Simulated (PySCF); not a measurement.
C$_{2}$H$_{5}$Cd (SMILES C[CH2][Cd]), doublet, at a GFN2-xTB geometry (such geometries of metal compounds can be far from the true shape) (the spin is typed, not shown lowest) (all electrons, no relativity). Base run: B3LYP/3-21G run with PySCF.

PySCF was given this input:
```python
from pyscf import gto, scf, dft

mol = gto.Mole()
mol.atom = '''
    Cd    0.291313    0.561750    0.382524
    C    -0.061946   -1.607613   -0.755918
    C    -1.465930   -1.472705   -1.311106
    H     0.009582   -2.423998   -0.033186
    H     0.676080   -1.735788   -1.551424
    H    -1.531763   -0.633651   -2.011794
    H    -2.192442   -1.315852   -0.506813
    H    -1.777223   -2.372823   -1.855781
'''
mol.basis = '3-21g'
mol.charge = 0
mol.spin = 1
mol.verbose = 4
mol.build()

mf = dft.UKS(mol)
mf.xc = 'b3lyp'
mf.kernel()
```

Each row names what was changed in the base input (with any setting that the change needs).

```
change                                       ΔE vs base (µEh)  SCF cycles  <S^2>        outcome
-------------------------------------------  ----------------  ----------  -----  -------------
base                                                      0.0          11  0.761      converged
level_shift = 1.0 (with mf.max_cycle = 100)               0.0          63  0.761      converged
conv_tol = 1e-11                                          0.0          13  0.761      converged
init_guess = 1e                                             -          50      -  not converged
level_shift = 0.1 (with mf.max_cycle = 100)               0.0          14  0.761      converged
init_guess = huckel                                       0.0          13  0.761      converged
init_guess = vsap                                         0.0          14  0.761      converged
conv_tol_grad = 1e-3                                      0.0          11  0.761      converged
init_guess = mod_huckel                                   0.0          13  0.761      converged
init_guess = sap                                          0.0          17  0.761      converged
conv_tol = 1e-6                                           0.0           8  0.761      converged
conv_tol = 1e-4                                           6.4           6  0.761      converged
DIIS = EDIIS                                                -          50      -  not converged
```

Open shells are given as the SCF converged; they aren't shown to be the lowest states, and a large step between rows can be another state.
